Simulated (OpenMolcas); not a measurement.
Os VII.

```json
{
 "Program": "OpenMolcas 26.06",
 "Basis": "ANO-RCC-VTZP [8s7p5d3f2g1h]",
 "Scalar Hamiltonian": "DKH2, point nucleus",
 "Active space": "2 electrons in 5 orbitals (5d)",
 "State averaging": "2S+1 = 3 even, 10 roots; 2S+1 = 1 even, 15 roots kept (CI in the orbitals of an earlier block)",
 "Spin-orbit coupling": "RASSI with atomic mean-field integrals over the reference wave functions, term energies averaged over their components"
}
```

Two sets of levels on these reference wave functions, in cm-1 above 5d2 3F2: one from CASSCF and one from SS-CASPT2, IPEA 0.25 Eh, imaginary shift 0.1 Eh (closed shells correlated: 5s 5p).

```json
{"Level": "5d2 3F2", "Set 1": "0.0", "Set 2": "0.0"}
{"Level": "5d2 3F3", "Set 1": "10310", "Set 2": "10630"}
{"Level": "5d2 3P0", "Set 1": "17990", "Set 2": "16380"}
{"Level": "5d2 3F4", "Set 1": "18520", "Set 2": "18540"}
{"Level": "5d2 3P1", "Set 1": "24220", "Set 2": "23000"}
{"Level": "5d2 1G4", "Set 1": "33670", "Set 2": "32200"}
{"Level": "5d2 3P2 [56 %]", "Set 1": "35670", "Set 2": "33980"}
{"Level": "5d2 1S0", "Set 1": "63950", "Set 2": "58680"}
```

Problem. Which set is which?

Solution. Set 2 is SS-CASPT2. Its levels of the other terms of 5d2 lie at 0.91 to 0.96 of the other set's values, as expected, since terms of lower spin or lower L gain more correlation energy than the Hund ground term. Against 6 measured levels (van het Hof, Joshi, Wyart and Sugar, J. Res. Natl. Inst. Stand. Technol. 100, 687 (1995)) the mean absolute deviation is 750 cm-1 with it and 2600 cm-1 without; single levels miss by up to 970 cm-1 with it.

CASPT2 breaks the degeneracy within a term, and the mean is taken; among the terms shown or strongly mixed into the levels shown the widest spread is 550 cm-1 (5d2 1G, SS-CASPT2). Terms from blocks run as CI alone lack orbitals of their own. Without dynamic correlation excited terms often stand tens of per cent too high (terms of higher spin than the ground term too low), and those without a measured partner can miss by more than the paired ones (holds for CASSCF). Computed and measured levels are paired by configuration, term and J; levels that our copy of the source lacks, or whose pairing is in doubt (as where it misses far off the trend of its configuration), stay unpaired and out of the deviations. Only configurations of the active space appear. Levels that lie high or do not pair safely by name in every column are left out.

A share in square brackets marks a mixed level and gives the weight of the term that names it, the lowest over the columns.
